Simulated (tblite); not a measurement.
C₇H₁₅NSi.
Numbering: `[H]/[N:6]=[CH:5]/[C@H:4]([CH2:3][CH2:2][CH3:1])[C@@H:7]1[CH2:8][SiH2:9]1` (hydrogens: H10, H11, H12 on C1; H13, H14 on C2; H15, H16 on C3; H17 on C4; H18 on C5; H19 on N6; H20 on C7; H21, H22 on C8; H23, H24 on Si9)

Geometry (GFN2-xTB, Å), atoms numbered from 1 in this order:
```xyz
24
C7H15NSi angstrom
C      3.018   -0.166   -0.677
C      2.078   -1.002    0.184
C      0.911   -0.207    0.769
C     -0.052    0.364   -0.279
C     -0.714   -0.695   -1.100
N     -0.834   -1.875   -0.693
C     -1.124    1.201    0.412
C     -2.164    0.474    1.277
Si    -2.912    1.425   -0.160
H      3.882   -0.757   -0.972
H      3.370    0.704   -0.126
H      2.523    0.176   -1.583
H      1.682   -1.833   -0.400
H      2.648   -1.425    1.015
H      0.342   -0.863    1.428
H      1.302    0.622    1.364
H      0.495    1.026   -0.961
H     -1.109   -0.327   -2.060
H     -1.331   -2.509   -1.315
H     -0.671    2.057    0.905
H     -2.268    0.817    2.297
H     -2.126   -0.605    1.223
H     -3.520    2.719    0.096
H     -3.435    0.698   -1.303
```

Computed values, GFN2-xTB/tblite, gas phase, harmonic and unscaled. This tight-binding method is rough: wavenumbers can miss measured ones by several per cent, in bad cases by 10 to 20. Modes of hydrogen on silicon can be 10 to 20 % off. One conformer, not necessarily the lowest.

Harmonic wavenumbers (cm⁻¹): 34.4, 50.0, 68.2, 111.3, 143.7, 216.6, 224.4, 240.8, 288.5, 320.0, 370.5, 420.6, 461.5, 517.5, 542.0, 607.4, 704.1, 739.6, 742.5, 757.3, 777.1, 785.4, 873.6, 915.4, 928.3, 952.7, 976.2, 1019.8, 1037.4, 1052.2, 1081.4, 1103.6, 1123.7, 1136.6, 1165.4, 1195.0, 1226.4, 1236.1, 1265.0, 1290.7, 1338.8, 1351.6, 1357.1, 1383.4, 1414.4, 1438.9, 1468.2, 1494.7, 1505.6, 1515.1, 1739.6, 2358.4, 2359.4, 2792.4, 2912.4, 2960.0, 2969.1, 2990.4, 3001.9, 3009.0, 3026.2, 3030.7, 3040.5, 3058.0, 3071.9, 3333.5.

A = 2613, B = 748.8, C = 688.8 MHz; mass 141.097 u (most abundant isotopes); point group C1, symmetry number 1.

Q: Zero-point energy?

A: Half the sum of the wavenumbers: 44312 cm⁻¹ = 530.09 kJ/mol.

Q: Give the ideal-gas entropy at 298.15 K and 1 bar in the rigid-rotor, harmonic-oscillator model (classical rotation).

A: Translation 170.58, rotation 124.92, vibration 152.47: S = 448.0 J/(mol K).

Q: And Cp and H(298.15 K) − H(0)?

A: Cp = 188.78 J/(mol K), of which vibrations give 155.52 (their classical limit is 66 R = 548.8); H(298.15 K) − H(0) = 33.19 kJ/mol without the zero-point energy, 23.27 from vibrations.

Q: Which modes carry the vibrational entropy at 298.15 K?

A: 34.4 cm⁻¹: 23.25; 50.0 cm⁻¹: 20.16; 68.2 cm⁻¹: 17.59; 111.3 cm⁻¹: 13.58; 143.7 cm⁻¹: 11.52; 216.6 cm⁻¹: 8.31 J/(mol K); the other 60 give 58.05 together.

Q: How do the functions run with temperature in this model?

A: 
```csv
T (K),S (J/(mol K)),Cp (J/(mol K)),H − H(0) (kJ/mol),G − H(0) (kJ/mol),ln q(vib)
50,257.2,62.0,2.32,-10.54,0.95
100,308.2,87.9,6.08,-24.75,2.59
373.15,494.7,229.2,48.87,-135.74,11.31
500,570.4,289.1,81.88,-203.34,15.30
750,705.0,373.9,165.54,-363.19,23.01
1000,820.7,429.9,266.47,-554.26,30.28
```

q(vib) and H(0) count from the zero-point level.

Hindered rotation and anharmonicity are outside this model. Other conformers, if any are populated, would add a mixing term that is left out. The structure is chiral; the term R ln 2 for an equal mix with its mirror image is left out.
